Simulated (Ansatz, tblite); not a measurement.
Removing and adding an electron: In3As3H12, a cluster cut from wurtzite InAs (hydrogen-capped). Total charge 0; singlet. Geometry: r2SCAN-D4/def2-SVP. Ansatz, gas phase; energy differences of separate SCF runs; the oxidised species was run as a doublet alone; the reduced species was run as a doublet alone.

```xyz
18

As   -0.404   -0.880    2.109
In    1.382   -2.436    0.775
As    1.975   -0.549   -1.091
In   -2.547    0.570    1.276
As   -1.192    1.871   -0.690
In    0.413    0.988   -2.700
H    -0.915   -1.737    3.248
H     0.417    0.047    2.980
H     2.767   -2.605    1.787
H     0.456   -3.636   -0.039
H     2.958    0.396   -0.434
H     2.987   -1.196   -2.012
H    -2.892    1.725    2.507
H    -3.593   -0.540    0.479
H    -0.432    2.987   -0.006
H    -2.210    2.772   -1.354
H    -0.540   -0.106   -3.625
H     1.369    2.327   -3.212
```

In the def2 sets In takes a core potential; there is no spin–orbit coupling. The xTB rows come from tblite. HOMO above LUMO, or a gap near zero within one spin, warns that the state may not be the lowest or that an electron is smeared out.

Estimate orbital energies and vertical ionisation energies and electron affinities at: GFN1-xTB; GFN2-xTB; PBE-D4/def2-TZVP; PBE0-D4/def2-TZVP.


| level | −HOMO (eV) | vertical IE (eV) | −LUMO (eV) | vertical EA (eV) | HOMO–LUMO gap (eV) | IE − EA (eV) | remarks |
| --- | --- | --- | --- | --- | --- | --- | --- |
| GFN1-xTB | 9.99 | 11.88 | 6.01 | 4.44 | 3.98 | 7.44 | – |
| GFN2-xTB | 10.39 | 12.30 | 6.24 | 4.44 | 4.15 | 7.86 | – |
| PBE-D4/def2-TZVP | 6.33 | – | 1.75 | 0.21 | 4.58 | – | HOMO above zero (-1 doublet), gap within one spin near zero (-1 doublet) |
| PBE0-D4/def2-TZVP | 7.33 | 8.71 | 1.01 | -0.02 | 6.31 | 8.72 | HOMO above zero (-1 doublet) |

Run but left out: PBE-D4/def2-TZVP (charge +1 doublet: an occupied level 0.13 eV above an empty one).   A HOMO above zero means that the electron is unbound at that level or that self-interaction error raises the level; the energy of removing that electron tells which. Raw xTB energy differences between charge states are shifted by several eV; the methods need an empirical correction for them. Sets without diffuse functions give affinities that are too small. A negative affinity means that the extra electron isn't bound; its size then hangs on the basis.
